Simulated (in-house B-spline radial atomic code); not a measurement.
The outermost shell (largest non-relativistic mean radius) with and without relativity; Dirac values are averaged over j. Computed with a radial B-spline atomic code at the basis-set limit: non-relativistic Hartree-Fock and Dirac-Hartree-Fock, averages of the configuration (point nuclei without relativity, finite nuclei with it).

| ion | configuration | outermost shell | radius non-relativistic (bohr) | radius Dirac (bohr) | radius change (%) | level non-relativistic (eV) | level Dirac (eV) | spin-orbit splitting (eV) |
| --- | --- | --- | --- | --- | --- | --- | --- | --- |
| Cs2+ | [Kr] 4d10 5s2 5p5 | 5p | 2.021 | 1.9971 | -1.1785 | -33.530 | -33.753 | 1.9342 |
| Er2+ | [Xe] 4f12 | 5p | 1.5575 | 1.5012 | -3.6102 | -44.931 | -46.962 | 5.7 |
| Hf2+ | [Xe] 4f14 5d2 | 5d | 2.0615 | 2.1161 | 2.6512 | -22.008 | -21.152 | 0.40899 |
| Au2+ | [Xe] 4f14 5d9 | 5d | 1.4588 | 1.4813 | 1.5371 | -34.728 | -33.502 | 1.8106 |
